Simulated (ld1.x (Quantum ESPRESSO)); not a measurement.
Varying the RRKJ potential for lead (Pb)

Base potential:

ld1.x (Quantum ESPRESSO) 7.5 input, shortened:

```
&input
   title='Pb', zed=82., rel=1, dft='PBE', iswitch=3,
   config='[Xe] 4f14 5d10 6s1.75 6p2.25'
 /
 &inputp
   pseudotype=2, tm=.false., lloc=0,
   nlcc=.true., new_core_ps=.true., rcore=1.25
 /
3
6P  2  1   2.25   0.00  2.20  2.20  0.0
5D  3  2  10.00   0.00  1.60  1.60  0.0
6S  1  0   1.75   0.00  1.90  1.90  0.0
 &test
   configts(1)='5d10 6s1.75 6p2.25'
 /
```

Cutoffs, loose and tight: the cutoffs (Ry, on a coarse ladder) from which the occupation-weighted sum of valence levels, in a spherical-Bessel basis at the reference potential, stays within 10 and 1 mRy of its value at 400 Ry. They do not see the model core or the augmentation charge, which bear on the density cutoff. Test errors are all-electron minus pseudo excitation energies from the reference, over the configurations 5d10 6s2 6p2; 5d10 6s2 6p1; 5d10 6s2 6p0; 5d9 6s2 6p2; 5d10 6s0 6p4; 5d10 6s1 6p3; 5d10 6s0 6p0. A dash means not determined; rows that change the core or the reference have their own tests.

```tsv
change	outcome	cutoff, loose	cutoff, tight	bound ghosts	largest test error (meV)
base	generated	50 Ry	60 Ry	none	-157
wave 5d (bound): rc 1.60 bohr becomes 5d (bound): rc 1.10 bohr	generated	140 Ry	230 Ry	none	-159
wave 5d (bound): rc 1.60 bohr becomes 5d (bound): rc 1.20 bohr	generated	120 Ry	180 Ry	none	-158
wave 5d (bound): rc 1.60 bohr becomes 5d (bound): rc 1.64 bohr	generated	50 Ry	55 Ry	none	-156
wave 5d (bound): rc 1.60 bohr becomes 5d (bound): rc 1.86 bohr	generated	45 Ry	50 Ry	none	-141
wave 5d (bound): rc 1.60 bohr becomes 5d (bound): rc 2.02 bohr	generated	40 Ry	55 Ry	none	-117
wave 5d (bound): rc 1.60 bohr becomes 5d (bound): rc 2.18 bohr	generated	40 Ry	50 Ry	none	-136
```

Q: What comes out with this change to the base: wave 5d (bound): rc 1.60 bohr becomes 5d (bound): rc 2.38 bohr?

A: outcome: generated; cutoff, loose: 35 Ry; cutoff, tight: 50 Ry; bound ghosts: none; largest test error (meV): -213.

Q: What comes out with this change to the base: wave 5d (bound): rc 1.60 bohr becomes 5d (bound): rc 1.44 bohr?

A: outcome: generated; cutoff, loose: 80 Ry; cutoff, tight: 120 Ry; bound ghosts: none; largest test error (meV): -158.

Reading the sweep of the d radius (base included, trends over the rows without a ghost): The loose cutoff falls from 140 Ry at 1.1 to 35 Ry at 2.38 bohr. A larger radius leaves more room for a smooth pseudo-wave, so fewer plane waves are needed; a smaller one forces it to follow the all-electron wave where it bends sharply. The median size of the test errors (rows with all tests solved) stays near 20.4 meV.
